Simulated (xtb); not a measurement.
AlF3, charge +1, doublet, geometry from GFN2-xTB (such geometries of metal compounds can be far from the true shape) (a state made from the parent by changing its charge; the spin is typed, not shown lowest); GFN2-xTB in xtb 6.7.1.

Here is a job for xtb.
```
$ xtb mol.xyz --gfn 2 --chrg 1 --uhf 1 --acc 30 --json

# file mol.xyz
4

Al    -0.00000000     0.00000000     0.00000000
F     -1.40432799    -0.87408737     0.04104348
F      0.00490319     1.52848672    -0.63368345
F      1.39942480    -0.65439935     0.59263996
```

The log (banner, timings and long lists left out):

```
   ID    Z sym.   atoms
    1   13 Al     1
    2    9 F      2-4

           -------------------------------------------------
          |                Calculation Setup                |
           -------------------------------------------------

           -------------------------------------------------
          |                 G F N 2 - x T B                 |
           -------------------------------------------------

          ...................................................
          :                      SETUP                      :
          :.................................................:
          :  # basis functions                  22          :
          :  # atomic orbitals                  21          :
          :  # shells                            9          :
          :  # electrons                        23          :
          :  max. iterations                   250          :
          :  Hamiltonian                  GFN2-xTB          :
          :  restarted?                      false          :
          :  GBSA solvation                  false          :
          :  PC potential                    false          :
          :  electronic temp.          300.0000000     K    :
          :  accuracy                   30.0000000          :
          :  -> integral cutoff          0.2000000E+02      :
          :  -> integral neglect         0.3000000E-06      :
          :  -> SCF convergence          0.3000000E-04 Eh   :
          :  -> wf. convergence          0.3000000E-02 e    :
          :  Broyden damping             0.4000000          :
          :  net charge                          1          :
          :  unpaired electrons                  1          :
          ...................................................

 iter      E             dE          RMSdq      gap      omega  full diag
   1    -14.8154951 -0.148155E+02  0.239E+01    6.79       0.0  T
   2    -14.8484319 -0.329369E-01  0.137E+01    5.94       1.0  T
   3    -14.8507248 -0.229287E-02  0.178E+00    5.19       1.0  T
   4    -14.8527153 -0.199053E-02  0.138E+00    6.03       1.0  T
   5    -14.8544474 -0.173210E-02  0.649E-01    5.39       1.0  T
   6    -14.8559957 -0.154831E-02  0.182E-01    5.71       1.0  T
   7    -14.8560301 -0.344114E-04  0.956E-02    5.69       1.0  T
   8    -14.8560342 -0.409982E-05  0.833E-02    5.68       1.0  T
   9    -14.8560525 -0.182889E-04  0.329E-03    5.66      15.2  T
[...]
         :: total energy             -14.817855500579 Eh    ::
[...]
        19                          0.0553174               1.5053
        20                          0.6332304              17.2311
        21                          0.6332307              17.2311
      -------------------------------------------------------------
                  HL-Gap            0.2079066 Eh            5.6574 eV
             Fermi-level           -0.7848070 Eh          -21.3557 eV

     #   Z          covCN         q      C6AA      α(0)
     1  13 Al       2.016     0.765   154.830    29.859
     2   9 F        0.672     0.078     8.741     3.490
     3   9 F        0.672     0.078     8.741     3.490
     4   9 F        0.672     0.078     8.741     3.490

 Mol. C6AA /au·bohr⁶  :        411.388973
 Mol. C8AA /au·bohr⁸  :      23389.052006
 Mol. α(0) /au        :         40.329178

Wiberg/Mayer (AO) data.
largest (>0.10) Wiberg bond orders for each atom

 ---------------------------------------------------------------------------
     #   Z sym  total        # sym  WBO       # sym  WBO       # sym  WBO
 ---------------------------------------------------------------------------
     1  13 Al   3.631 --     2 F    1.210     4 F    1.210     3 F    1.210
     2   9 F    1.595 --     1 Al   1.210     3 F    0.192     4 F    0.192
     3   9 F    1.595 --     1 Al   1.210     4 F    0.192     2 F    0.192
     4   9 F    1.595 --     1 Al   1.210     3 F    0.192     2 F    0.192
 ---------------------------------------------------------------------------

Topologies differ in total number of bonds
Writing topology from bond orders to xtbtopo.mol

molecular dipole:
                 x           y           z       tot (Debye)
 q only:        0.000       0.000      -0.000
   full:        0.000       0.000      -0.000       0.000
molecular quadrupole (traceless):
                xx          xy          yy          xz          yz          zz
 q only:        0.500       0.134       0.331       0.322      -0.583      -0.831
  q+dip:        0.393       0.105       0.261       0.253      -0.459      -0.654
   full:       -1.150      -0.308      -0.762      -0.741       1.343       1.913

           -------------------------------------------------
          | TOTAL ENERGY              -14.817855500579 Eh   |
          | GRADIENT NORM               0.000002567841 Eh/α |
          | HOMO-LUMO GAP               5.657427627247 eV   |
           -------------------------------------------------

normal termination of xtb
```
